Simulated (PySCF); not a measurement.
C5H9ClSe.
Atom-mapped SMILES: `[CH3:1][CH2:2][C@@H:3]([Cl:4])[C:5]([CH3:6])=[Se:7]` (hydrogens: H8, H9, H10 on C1; H11, H12 on C2; H13 on C3; H14, H15, H16 on C6)

Geometry (GFN2-xTB, Å), atoms numbered from 1 in this order:
```xyz
16
C5H9ClSe angstrom
C     -1.822    0.602    0.424
C     -0.955    0.330   -0.799
C     -0.037   -0.873   -0.573
Cl     0.896   -1.176   -2.087
C      0.914   -0.679    0.559
C      2.030    0.280    0.374
Se     0.684   -1.582    2.062
H     -2.503    1.424    0.222
H     -1.208    0.867    1.283
H     -2.406   -0.278    0.683
H     -0.355    1.211   -1.035
H     -1.588    0.118   -1.662
H     -0.642   -1.768   -0.406
H      2.435    0.594    1.333
H      2.831   -0.207   -0.187
H      1.718    1.148   -0.204
```

Vertical excitations from PySCF (density fitting, frozen core in the response, grid level 2 and gas phase unless stated; continuum runs use non-equilibrium linear response for the excitations) on a GFN2-xTB geometry. Reference run:

```json
{"settings": "PBE0/def2-SVPD, full TDDFT, 6 singlets", "S1, eV (f)": "2.07 (0.000)", "S2, eV (f)": "4.75 (0.054)", "S3, eV (f)": "4.90 (0.095)", "S4, eV (f)": "5.06 (0.074)", "S5, eV (f)": "5.69 (0.041)", "S6, eV (f)": "5.74 (0.021)", "T1, eV (Tamm–Dancoff)": "1.61", "mean α (au)": "104.7"}
```

Problem. What do these settings give: wB97X-D/ANO-RCC-VDZP, start guess atom, TDA, 25 singlets?

Solution. 
| settings | S1, eV (f) | S2, eV (f) | S3, eV (f) | S4, eV (f) | S5, eV (f) | S6, eV (f) | T1, eV (Tamm–Dancoff) | mean α (au) |
| --- | --- | --- | --- | --- | --- | --- | --- | --- |
| wB97X-D/ANO-RCC-VDZP, start guess atom, TDA, 25 singlets | 2.17 (0.000) | 5.26 (0.120) | 5.41 (0.165) | 5.64 (0.079) | 6.05 (0.001) | 6.34 (0.015) | 1.73 | 90.7 |

S1 moves by +0.10 eV; functional, basis and response scheme change together, so the shift can't be laid on one. States are counted by energy in each run and needn't keep their character from row to row.

ANO-RCC sets were contracted for a scalar-relativistic Hamiltonian, but ran non-relativistically here.

Problem. Which orbital pairs make up S1 in each run, and how does it sit against the orbital gap?

Solution. 
```json
{"settings": "PBE0/def2-SVPD, full TDDFT, 6 singlets", "S1 configurations (weight)": "H→L 1.00", "S1 (eV)": "2.07", "orbital gap (eV)": "3.68", "S1 − gap (eV)": "-1.61"}
{"settings": "wB97X-D/ANO-RCC-VDZP, start guess atom, TDA, 25 singlets", "S1 configurations (weight)": "H→L 0.99", "S1 (eV)": "2.17", "orbital gap (eV)": "7.30", "S1 − gap (eV)": "-5.13"}
```

 The PBE0/def2-SVPD calculation is non-relativistic and has no spin–orbit coupling, an omission that weighs most on selenium.

One conformer stands for the species.
